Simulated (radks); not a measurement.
Question: The mean radii <r> (bohr) of the occupied orbitals of an atom or ion are listed with their occupations. Method: Dirac Kohn-Sham, XLYP, spin-unpolarised, spherical densities, point nucleus; computed with a radial shooting solver on a logarithmic mesh with Libxc functionals.

orbital  occ.      <r>
1s1/2       2  0.03185
2s1/2       2   0.1380
2p1/2       2   0.1171
2p3/2       4   0.1221
3s1/2       2   0.3790
3p1/2       2   0.3711
3p3/2       4   0.3819
3d3/2       4   0.3554
3d5/2       6   0.3589
4s1/2       1   0.9332
4p1/2       2   0.9977
4p3/2       4    1.026
4d3/2       4    1.286
4d5/2       4    1.299
4f5/2       1    5.211

Name the element and its charge. Open shells, if any, fill j = l - 1/2 first.

Answer: Z = 46, palladium, charge +2: Pd2+ in [Ar] 3d10 4s1 4p6 4d8 4f1. The 1s radius gives Z: for a bare nucleus <r> = (2 gamma + 1)/(2Z) with gamma = sqrt(1 - (Z/c)^2), 0.03135 bohr for Z = 46, and screening makes it slightly larger (0.03185 here). The occupations add up to 44, and the charge is Z minus that.
